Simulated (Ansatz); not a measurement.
Reaction: HBOCl (SMILES [O]BCl, doublet) → HBOCl (SMILES O[B]Cl, doublet)
Each species at its own B3LYP-D3(BJ)/def2-TZVP minimum (Ansatz, a quantum-chemistry and plane-wave program), one conformer.

Total energies in hartree (Ansatz). Radicals and triplets start from unrestricted determinants; spin-orbit coupling is neglected. Correlated methods leave the cores frozen. No relativity.

| species | HF/cc-pV(T+d)Z | CCSD(T)/cc-pV(T+d)Z | HF/cc-pV(Q+d)Z | CCSD(T)/cc-pV(Q+d)Z | CCSD(T)/cc-pV(D+d)Z | CCSDT(Q)/cc-pV(D+d)Z |
|---|---|---|---|---|---|---|
| 1: HBOCl (SMILES [O]BCl, doublet) | -559.73004 | -560.25859 | -559.74097 | -560.31072 | -560.09052 | -560.09262 |
| 2: HBOCl (SMILES O[B]Cl, doublet) | -559.72446 | -560.26801 | -559.73574 | -560.32196 | -560.09462 | -560.09642 |

Work out the isomerisation energy (electronic) in kcal/mol: take Hartree-Fock from cc-pV(Q+d)Z, extrapolate the CCSD(T) correlation energy as X^-3 (X = 3, 4), and add CCSDT(Q) - CCSD(T) in cc-pV(D+d)Z. 1 hartree = 627.51 kcal/mol.


Species 1: correlation (64·(-0.56975) - 27·(-0.52855))/37 = -0.59981; step -0.00210; E1 = -559.74097 + (-0.59981) + (-0.00210) = -560.34288
Species 2: correlation (64·(-0.58622) - 27·(-0.54355))/37 = -0.61736; step -0.00180; E2 = -559.73574 + (-0.61736) + (-0.00180) = -560.35490
-1·E1 +1·E2 = -0.01202 hartree = -7.5 kcal/mol.
